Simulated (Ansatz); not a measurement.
The first iterations of a band of C2H10AlNS (15 atoms, charge 0, multiplicity 1).

All numbers below come from Ansatz 0.2.0, UHF/6-31G*.

```json
{"movable images": "7", "climbing image": "yes", "spring": "5.0 eV/Å²", "optimiser": "quadratic models (default)", "start path": "through a guess of the saddle point", "force threshold": "0.05 eV/Å", "iteration limit": "60", "end points": "relaxed"}
```

First end point:

```xyz
15
Properties=species:S:1:pos:R:3
Al 0.645 -1.270 -0.874
S 2.660 -0.480 -1.517
H -0.295 -1.602 -2.118
H 0.652 -2.185 0.433
H -0.231 1.092 -0.889
N -0.328 0.418 -0.148
C -1.764 0.158 0.053
C 0.303 0.980 1.058
H 3.330 -0.701 -0.389
H -1.880 -0.612 0.804
H -2.280 1.054 0.384
H -2.200 -0.188 -0.873
H 1.333 1.222 0.842
H -0.217 1.874 1.386
H 0.272 0.240 1.847
```

Last end point:

```xyz
15
Properties=species:S:1:pos:R:3
Al 0.404 -1.484 -0.383
S 2.116 -0.086 -2.204
H -0.363 -2.191 -1.579
H 1.664 -2.115 0.346
H 1.292 0.825 -2.702
N -0.463 -0.169 0.475
C -1.718 0.392 0.032
C 0.032 0.477 1.669
H 2.727 0.755 -1.380
H -2.489 0.308 0.798
H -1.627 1.452 -0.216
H -2.078 -0.123 -0.852
H 0.962 0.023 1.994
H 0.219 1.541 1.510
H -0.678 0.397 2.493
```

| iteration | highest image above the first end (eV) | largest band force component (eV/Å) |
| --- | --- | --- |
| 1 | 2.780 | 4.517 |
| 2 | 2.226 | 2.278 |
| 3 | 2.205 | 3.244 |
| 4 | 2.125 | 0.722 |
| 5 | 2.057 | 0.679 |
| 6 | 1.974 | 0.594 |
| 7 | 1.980 | 1.299 |
| 8 | 1.944 | 0.923 |
| 9 | 1.940 | 0.294 |

Q: Does the band converge within its limit, and where does its top end?

A: The run converged. It ended after 29 iterations with the highest image 2.202 eV above the first end. Neighbouring images differ by up to 2.0 eV, so the band resolves the path poorly. A vibrational analysis at the climbing image gives one clearly imaginary mode, 1301i cm⁻¹: a first-order saddle point. The orbitals stay closed-shell, which can raise the energy where a bond breaks towards radicals; this wasn't checked here.

Time of the run: 3.7 min on 2 threads of AMD EPYC 9R45 96-Core Processor (Zen 5), with other jobs on the host, peak memory 0.31 GiB.
